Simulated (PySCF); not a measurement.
An unknown is described by computed data only.

Formula: C7H13F5Si2.

| Property | Result |
| --- | --- |
| Polarisability | 141.1 au [B3LYP/def2-SVPD] |
| 1H NMR | chemical shifts (computed TMS as zero) by class: 4.08 (1 H), 3.79 (1 H), 3.73 (1 H), 2.35 (1 H), 2.23 (1 H), 1.97 (1 H), 1.31 (1 H), 1.29 (1 H), 0.98 (1 H), 0.96 (1 H), 0.94 (1 H), 0.41 (1 H), 0.11 (1 H) ppm [GIAO PBE0/pcSseg-1] |
| Rotational structure | rotational constants A, B, C: 1.045, 0.303, 0.279 GHz [PBE0-D3(BJ)/def2-SVP] |
| NMR, other nuclei | isotropic shieldings of nuclei other than C and H, by class: 273 (3 F), 303 (1 F), 311 (1 F), 375 (1 Si), 416 (1 Si) ppm [GIAO PBE0/pcSseg-1] |
| UV, first state | lowest singlet excitation: 6.08 eV (204 nm, f = 0.013) [TDDFT B3LYP/def2-SVPD] |
| Triplet | lowest triplet excitation (Tamm–Dancoff): 5.52 eV [TDA B3LYP/def2-SVPD] |
| 13C NMR | chemical shifts (computed TMS as zero) by class: 125.0 (1 C), 119.6 (1 C), 31.8 (1 C), 26.6 (1 C), 15.8 (1 C), 11.7 (1 C), 5.7 (1 C) ppm [GIAO PBE0/pcSseg-1] |

The electronic properties come from PySCF, for the isolated species, density fitting. Levels stand in brackets. NMR shifts are as computed; neighbouring signals can stand in another order in a measured spectrum. Geometry: PBE0-D3(BJ)/def2-SVP, one conformer, isolated molecule. Each NMR value is the plain mean over a class of atoms that symmetry, rotation or inversion makes alike.

**Question.** Give a SMILES that accounts for the data.

**Answer.** Numbering: `[F:1][C:2]([F:3])([F:4])[C:5]([F:6])([F:7])[CH2:8][CH2:9][Si@@H:10]1[CH2:11][CH2:12][CH2:13][SiH2:14]1`. Its formula, C7H13F5Si2, gives 1 degree of unsaturation: 1 ring and 0 π bonds in the structure found. 7 carbons fall into 7 classes; from least to most shielded: CF3 carbon [C2] (125.0 ppm), CF2 carbon [C5] (119.6 ppm), chain CH2 carbon [C8] (31.8 ppm), ring CH2 carbon [C12] (26.6 ppm), ring sp3 carbon bound to silicon [C11] (15.8 ppm), ring sp3 carbon bound to silicon [C13] (11.7 ppm), chain sp3 carbon bound to silicon [C9] (5.7 ppm). Hydrogen classes from least to most shielded: 1 H on an SiH silicon, Si10 (4.08 ppm), 1 H on an SiH2 silicon, Si14 (3.79 ppm), 1 H on an SiH2 silicon, Si14 (3.73 ppm), 1 H on a chain CH2 carbon, C8 (2.35 ppm), 1 H on a ring CH2 carbon, C12 (2.23 ppm), 1 H on a chain CH2 carbon, C8 (1.97 ppm), 1 H on an sp3 carbon bound to silicon, C11 (1.31 ppm), 1 H on an sp3 carbon bound to silicon, C13 (1.29 ppm), 1 H on a ring CH2 carbon, C12 (0.98 ppm), 1 H on an sp3 carbon bound to silicon, C9 (0.96 ppm), 1 H on an sp3 carbon bound to silicon, C9 (0.94 ppm), 1 H on an sp3 carbon bound to silicon, C13 (0.41 ppm); 1 more class is left out. The other shieldings belong to: 273 ppm, fluorine of a CF3 group [F1/F3/F4]; 303 ppm, fluorine of a CF2 group [F6]; 311 ppm, fluorine of a CF2 group [F7]; 375 ppm, SiH silicon [Si10]; 416 ppm, SiH2 silicon [Si14]. The optimised geometry has point group C1 and is an asymmetric top. Structure: `FC(F)(F)C(F)(F)CC[Si@@H]1CCC[SiH2]1`. The assignments are read from this structure; whether some other isomer fits the data as well wasn't checked. The mirror image fits equally.
